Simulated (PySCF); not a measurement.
Species: C₃H₁₀F₂Si₂.
Z-matrix (Å and degrees, GFN2-xTB geometry), rows numbered from 1:
```
F 
C   1  1.3757
C   2  1.5235  1  110.08
C   3  1.5216  2  112.35  1   -68.80
F   4  1.3978  3  108.36  2   -68.40
Si  4  1.9280  3  114.28  2   171.63
Si  6  2.3119  4  109.76  3   172.24
H   2  1.0942  1  106.88  3  -121.12
H   2  1.0946  1  106.54  3   121.08
H   3  1.0907  2  109.09  1    51.73
H   3  1.0909  2  108.62  1   170.21
H   4  1.0963  3  109.42  2    45.50
H   6  1.4704  4  103.92  3   -62.53
H   6  1.4699  4  104.57  3    48.20
H   7  1.4665  6  109.42  4  -179.99
H   7  1.4668  6  112.11  4    61.50
H   7  1.4634  6  113.32  4   -60.22
```

Method used: TDDFT B3LYP/def2-SVPD, vertical, gas phase, core orbitals frozen in the response in PySCF.

```json
{"state": "S1", "E (eV)": "6.84", "λ (nm)": "181.4", "f": "0.047", "|μ| (D)": "1.35", "main configurations (H = HOMO, L = LUMO)": "H→L (88%)"}
{"state": "S2", "E (eV)": "7.00", "λ (nm)": "177.1", "f": "0.010", "|μ| (D)": "0.62", "main configurations (H = HOMO, L = LUMO)": "H→L+1 (90%)"}
{"state": "S3", "E (eV)": "7.30", "λ (nm)": "169.8", "f": "0.016", "|μ| (D)": "0.76", "main configurations (H = HOMO, L = LUMO)": "H-1→L (52%), H→L+2 (42%)"}
{"state": "S4", "E (eV)": "7.40", "λ (nm)": "167.6", "f": "0.089", "|μ| (D)": "1.79", "main configurations (H = HOMO, L = LUMO)": "H→L+2 (53%), H-1→L (36%)"}
{"state": "S5", "E (eV)": "7.64", "λ (nm)": "162.2", "f": "0.100", "|μ| (D)": "1.85", "main configurations (H = HOMO, L = LUMO)": "H→L+3 (74%), H→L+5 (10%)"}
{"state": "S6", "E (eV)": "7.76", "λ (nm)": "159.8", "f": "0.019", "|μ| (D)": "0.81", "main configurations (H = HOMO, L = LUMO)": "H-1→L+1 (84%)"}
{"state": "S7", "E (eV)": "7.90", "λ (nm)": "157.0", "f": "0.060", "|μ| (D)": "1.42", "main configurations (H = HOMO, L = LUMO)": "H→L+5 (85%)"}
{"state": "S8", "E (eV)": "7.96", "λ (nm)": "155.8", "f": "0.0036", "|μ| (D)": "0.35", "main configurations (H = HOMO, L = LUMO)": "H→L+4 (88%)"}
```

Triplets (Tamm–Dancoff): T1 6.16 eV, H→L (86%); T2 6.49 eV, H→L+1 (69%), H-1→L+1 (27%); T3 6.75 eV, H-1→L (76%).

The lowest singlet comes at 181 nm (660 kJ/mol) in the vacuum ultraviolet; it is of moderate strength; its leading configuration is HOMO→LUMO (88%). The strongest level in the table is S5 at 7.64 eV (162 nm, f = 0.100). Löwdin shares by element: HOMO silicon 32%, carbon 24% or more, fluorine 14% or more (atoms not listed hold the other 30%); LUMO silicon 52%, hydrogen 16% or more (atoms not listed hold the other 32%). Weighted by f, the mean energy of these states is 7.49 eV. The oscillator strengths of these states sum to 0.345; summed over the whole spectrum of an exact calculation they would give the number of electrons, 74 (Thomas–Reiche–Kuhn). Of the 8 states listed, 7 reach f = 0.01 and none stays under 0.0005. The window holds the lowest 8 singlets.

Hardware: one thread of an Arm Neoverse N1, no GPU, on a shared host. Cost: 75 s wall, 0.93 GiB resident at most.

One conformer stands for the species.
